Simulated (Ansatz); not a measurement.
The cluster Cd2O2⁻. Total charge -1; doublet. Geometry PBE-D4/def2-TZVP, that of the neutral singlet; atoms count from 1.

Cartesian coordinates in Å:
```
Cd -0.6712 1.5917 0.5833
Cd 0.2786 0.1509 -1.7957
O -0.0193 -0.5442 1.1463
O 0.4120 -1.1984 0.0660
```

In the def2 sets Cd takes a core potential; there is no spin–orbit coupling. The structure holds 1 bond(s) between oxygen atoms. Another isomer (singlet) lies 0.06 eV lower at r2SCAN-D4/def2-TZVP.

Problem. Estimate the Mulliken populations from the PBE0/def2-TZVPD orbitals of Ansatz.

Solution. 
```json
{"atom": "Cd1", "charge (e)": "-0.23", "spin (α − β)": "-0.01", "d electrons": "9.99"}
{"atom": "Cd2", "charge (e)": "-0.23", "spin (α − β)": "-0.01", "d electrons": "9.99"}
{"atom": "O3", "charge (e)": "-0.27", "spin (α − β)": "0.51", "d electrons": "–"}
{"atom": "O4", "charge (e)": "-0.27", "spin (α − β)": "0.51", "d electrons": "–"}
```
Mulliken values and Mayer orders depend strongly on the basis. With diffuse functions, as here, like atoms can get unlike values, and bond orders can come out too low or too high.

Problem. Where does the spin sit?

Solution. Summed by element: Cd -0.02, O 1.02, of 1 unpaired in all. Largest on single atoms: O3 0.51, O4 0.51, Cd2 -0.01.

Problem. And the Mayer bond orders between bonded heavy atoms (over 0.3)?

Solution. Cd1–Cd2 0.59 (2.94 Å); O3–O4 1.14 (1.33 Å).
